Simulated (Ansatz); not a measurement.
Basis-set extrapolation for C4H7ClSi (`C=C=C([SiH3])CCl`) (PBE0-D4/def2-TZVP geometry, frozen core, Ansatz 0.2.0). Multiplicity 1, RHF reference.

```
                      def2-TZVPP   def2-QZVPP
                 HF  -903.999629  -904.028013
    MP2 correlation    -0.954513    -1.023774
CCSD(T) correlation    -1.063274      not run
```

Energies in hartree. Use E(X) = E(∞) + A·exp(−7.88·√X) for Hartree–Fock and E(X) = E(∞) + B·X^(−2.97) for correlation, with X = 3 and 4, and add CCSD(T) minus MP2 of the smaller set to the MP2 limit.

Task: What is the CCSD(T) energy at the basis-set limit?

Result: HF limit: -904.028013 + (-0.028384) × 0.13774 = -904.03192. MP2 limit: -1.023774 + (-0.069261) × 0.74074 = -1.07508. Higher-order term: -1.063274 − (-0.954513) = -0.10876. Total: -905.21576 hartree, 4.16 eV below CCSD(T)/def2-TZVPP.
